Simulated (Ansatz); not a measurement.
Input file for Ansatz (a quantum-chemistry and plane-wave program): R-RI-MP2/cc-pVQZ on CH5BSe (SMILES CB[SeH]), a point of a torsion scan. Files ending in .json are basis or fitting sets from the Basis Set Exchange. The run froze 16 orbitals, filled d shells among them.

Ansatz 0.2 input:
```yaml
crystal:
  periodic: [false, false, false]
  atoms:
    - {symbol: C, position_ang: [-0.90929750, -0.20832341, 0.15748440]}
    - {symbol: B, position_ang: [0.31559193, 0.75303797, -0.05357413]}
    - {symbol: Se, position_ang: [2.10780821, 0.20936705, 0.18327250]}
    - {symbol: H, position_ang: [-1.51831838, -0.25747123, -0.74499462]}
    - {symbol: H, position_ang: [-0.64208683, -1.22783564, 0.43257994]}
    - {symbol: H, position_ang: [-1.56806816, 0.18086106, 0.93394878]}
    - {symbol: H, position_ang: [0.15803261, 1.86951454, -0.37173768]}
    - {symbol: H, position_ang: [1.88316878, -1.16894669, 0.55821917]}
basis:
  gaussian:
    orbitals: cc-pVQZ
    fitting: {mean_field: def2-universal-JKFIT, correlation: cc-pVQZ-RIFIT.json}
magnetization: {spin_polarized: false}
correlation: {method: mp2, electrons: outside_noble_gas}
scf: {lower_state_search: off}
```

Q: Give the final energy of this run.

A: -2465.8750 hartree.
